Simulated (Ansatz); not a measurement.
`[OH][AlH]/[CH]=C/F` + H₂S → `F/C=C\S` + `[OH][AlH2]` at 700 K and 1 bar (substitution at a C–Al bond).

Program: Ansatz. Geometries: PBE0-D4/def2-TZVP. ΔE: electronic, gas phase. CCSD(T)/CBS is the MP2 limit (def2-TZVPP, def2-QZVPP) plus CCSD(T) − MP2 in def2-TZVPP, frozen cores. This one scheme is used for every species. Double bonds are as drawn, so ΔE can hold a change between cis and trans. One conformer a species, not always the lowest.

```csv
species,CCSD(T)/CBS energy (Eh),H − E (kJ/mol),S (J/(mol·K))
`[OH][AlH]/[CH]=C/F`,-495.52390,218.3,447.5
H₂S,-398.97279,64.8,236.9
`F/C=C\S`,-575.43795,168.9,370.4
`[OH][AlH2]`,-319.03157,111.2,312.7
```

H − E and S are ideal-gas, rigid-rotor, harmonic terms from PBE0-D4/def2-TZVP, for one conformer and one mirror image of each species. 1 Eh = 2625.50 kJ/mol, R = 8.31446 J/(mol·K).

Task: By hand: ΔE, ΔH, ΔS and ΔG.

Result: ΔE = (-575.43795) + (-319.03157) − (-495.52390) − (-398.97279) = 0.02717 Eh = 71.3 kJ/mol. Δ(H − E) = 168.9 + 111.2 − 218.3 − 64.8 = -3.0, so ΔH = 68.3 kJ/mol. ΔS = 370.4 + 312.7 − 447.5 − 236.9 = -1.3 J/(mol·K). ΔG = 68.3 − 700 × (-1.3)/1000 = 69.2 kJ/mol.

Task: By hand: the equilibrium constant, and the temperature at which ΔG would vanish if ΔH and ΔS stayed fixed.

Result: log₁₀ K = −ΔG/(RT ln 10) = -5.2. ΔH and −TΔS have one sign here, so there is no such temperature. One of them is within its doubt of zero, so this could turn.

The number of gas molecules stays the same, so ΔS is small and ΔH decides. A doubt of 5 kJ/mol in ΔE shifts log₁₀ K by 0.4 here. Other conformers and mirror images would add mixing entropy, several J/(mol·K) or more a flexible species. These are equilibria of isolated gas molecules and say nothing of rates. Largest T1 diagnostic: 0.013 (customary marks: 0.02 for closed shells, 0.045 for open ones).
